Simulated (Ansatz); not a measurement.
Start from `[GaH2][Br]` and change one element to get `[AlH2][Br]`.

Ansatz, PBE0-D4/def2-TZVP geometries, multiplicity 1. 

Scalar relativity is left out up to krypton.

| property | `[GaH2][Br]` |
| --- | --- |
| size of the dipole moment (PBE/def2-TZVPP) / D | 1.68 |
| HOMO–LUMO gap (ωB97M-V/def2-TZVPP) / eV | 10.06 |
| zero-point energy (PBE0-D4/def2-TZVP) / kJ/mol | 36.8 |
| LUMO energy (ωB97M-V/def2-TZVPP) / eV | -0.20 |
| LUMO energy (B3LYP/def2-TZVPP) / eV | -2.19 |
| LUMO energy (PBE0/def2-TZVPP) / eV | -1.91 |

(1) Give the same properties after the change, and the shifts. (Best estimate.)

Results:

(1) Computed: 
```tsv
property	`[AlH2][Br]`	shift
size of the dipole moment (PBE/def2-TZVPP) / D	1.07	-0.61
HOMO–LUMO gap (ωB97M-V/def2-TZVPP) / eV	10.35	0.29
zero-point energy (PBE0-D4/def2-TZVP) / kJ/mol	37.1	0.3
LUMO energy (ωB97M-V/def2-TZVPP) / eV	-0.11	0.09
LUMO energy (B3LYP/def2-TZVPP) / eV	-1.95	0.24
LUMO energy (PBE0/def2-TZVPP) / eV	-1.75	0.16
```

With PBE0 the HOMO falls by 0.21 eV and the LUMO rises by 0.16 eV, so the gap widens by about 0.37 eV. PBE moves the HOMO by -0.21 eV and ωB97M-V by -0.21 eV. Dipoles are sizes alone; their direction can turn.

B3LYP here is the variant with VWN-RPA as its local correlation; programs differ in this.

Spin–orbit coupling is left out; it splits and shifts lone-pair levels of the heavy atoms by tenths of an eV.
